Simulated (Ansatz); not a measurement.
**How basis sets differ on GeS (germanium sulfide)**

GeS, singlet, SMILES `[S+]#[Ge-]`. Each level relaxes the structure for itself.

Each level gives the equilibrium bond length (Å). The values are calculated.

**What was measured.** Huber and Herzberg, Constants of Diatomic Molecules gives the equilibrium bond length of the gas as 2.012 Å.

| level | kind | program | value (Å) | computed − measured |
| --- | --- | --- | --- | --- |
| HF/STO-3G | Hartree–Fock | Ansatz | 1.872 | -0.140 |
| HF/3-21G | Hartree–Fock | Ansatz | 2.070 | +0.058 |
| HF/6-31G* (Cartesian functions) | Hartree–Fock | Ansatz | 2.003 | -0.009 |
| HF/cc-pVTZ | Hartree–Fock | Ansatz | 1.999 | -0.013 |

Nearest: HF/6-31G* (Cartesian functions) (-0.009 Å); farthest: HF/STO-3G (-0.140 Å). All-electron rows without a relativistic Hamiltonian named are non-relativistic.
